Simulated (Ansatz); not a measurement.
Basis sets compared for [MoO2S2]2- (MoS₂O₂²⁻). Charge -2, multiplicity 1. Geometry PBE-D4/def2-SVPD. Ansatz on 4 threads of Arm Neoverse V2 on a shared host; times are rough, and most runs start from earlier orbitals.

```xyz
5

Mo   -0.0659    0.0712    0.0112
O    -1.4903    0.0034    1.0255
O    -0.0284    1.6385   -0.7664
S    -0.2044   -1.5504   -1.5817
S     1.7890   -0.1627    1.3114
```

In the def2 sets Mo takes a core potential; there is no spin–orbit coupling. A multiply charged anion in the gas phase is held together partly by the finite basis. At PBE-D4/def2-SVPD, PBE-D4/def2-TZVPD, PBE0-D4/def2-SVPD, PBE0-D4/def2-TZVPD the highest occupied level of the charge -2 singlet lies above zero (up to 3.28 eV). The electron is either unbound and held by the finite basis, or the level is raised by self-interaction error.

| level | functions | energy (Eh) | HOMO (eV) | LUMO (eV) | wall time |
| --- | --- | --- | --- | --- | --- |
| PBE-D4/def2-SVPD | 134 | -1014.4702 | 3.25 | 5.97 | 1.2 s |
| PBE0-D4/def2-SVPD | 134 | -1014.4394 | 2.26 | 6.57 | 1.6 s |

Task: Estimate the rows for PBE-D4/def2-TZVPD (with forces), PBE0-D4/def2-TZVPD.

Result: 
```tsv
level	functions	energy (Eh)	HOMO (eV)	LUMO (eV)	wall time
PBE-D4/def2-TZVPD (with forces)	212	-1014.9263	3.28	5.64	2.3 s
PBE0-D4/def2-TZVPD	212	-1014.8945	2.31	6.01	2.8 s
```
